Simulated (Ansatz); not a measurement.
Saddle point of BNH5Br, singlet (BNH₄ ([BH2][NH2]) + HBr → BH₂Br ([BH2][Br]) + NH₃ (still joined by a long B–N bond); bonds formed: B1–Br6, N2–H5; bonds broken: H5–Br6; bonds weakened to dative contacts: B1–N2), PBE0-D4/def2-TZVP structure:

B1  (-0.541, -0.645, 0.220)
N2  (-0.275, 0.772, -0.112)
H3  (-0.883, -1.362, -0.662)
H4  (-0.548, -0.949, 1.368)
H5  (0.982, 0.378, -0.239)
Br6  (2.190, -0.789, -0.201)
H7  (-0.329, 1.463, 0.624)
H8  (-0.596, 1.133, -0.999)
(Å)

Energies are electronic, without zero-point energy. Barriers and step energies count from the start structure reached by relaxing down the imaginary mode; all methods use the PBE0-D4 structures, on which another method's saddle can fall below an end. Computed with Ansatz 0.2.0 (basis: def2-TZVPP, with def2-QZVPP for the basis limit); correlated methods freeze the cores. Filled d shells of the heavier atoms are correlated. The def2 sets are not built for correlating such inner shells, so the correlated values are less sure here. B3LYP uses VWN-RPA correlation. Extrapolation: Hartree–Fock as exp(−7.88 √X), correlation as X^−2.97.

| method | barrier (eV) | step energy (eV) |
| --- | --- | --- |
| SPW92 | 0.262 | -0.880 |
| PBE-D4 | 0.477 | -0.679 |
| BLYP-D4 | 0.611 | -0.457 |
| r2SCAN-D4 | ? | -0.701 |
| B97M-V | 0.708 | -0.618 |
| PBE0-D4 | ? | -0.756 |
| B3LYP-D4 | 0.647 | -0.537 |
| r2SCAN0-D4 | 0.537 | -0.761 |
| BHLYP-D4 | 0.709 | -0.609 |
| CAM-B3LYP-D4 | 0.695 | -0.571 |
| wB97X-V | 0.674 | -0.687 |
| wB97M-V | ? | -0.667 |
| B2PLYP | 0.688 | -0.578 |
| PBE-QIDH | 0.587 | -0.804 |
| RPA on PBE | 0.767 | -0.611 |
| HF | 0.953 | -0.463 |
| MP2 | 0.634 | -0.746 |
| CCSD | 0.770 | -0.652 |
| CCSD(T) | 0.716 | -0.673 |

**Question.** Fill in the withheld barriers. (Judge from chemistry; the value comes from the calculation.)

**Answer.** The calculation gives: wB97M-V 0.672; r2SCAN-D4 0.495; PBE0-D4 0.534 eV. Each is the energy of the saddle less that of the start structure, by the same method.

For comparison, the barrier by CCSD(T) at an estimated basis limit (MP2 extrapolated from triple and quadruple zeta, plus CCSD(T) − MP2 in triple zeta) is 0.665 eV.

The T1 diagnostic stays at or below 0.010.

Labels in which every atom is bracketed show which atoms are joined, not bond orders.

For scale, one of the runs: CCSD(T)/def2-TZVPP, 180 basis functions, launched by `ansatz run in.yaml --threads 4 --pin off --events-out ev --progress --plain --max-ram 9574MiB`. Hardware: 4 CPU threads of an Intel Xeon 6975P-C, shared host. Wall time 11 s; peak host memory 1.9 GiB.
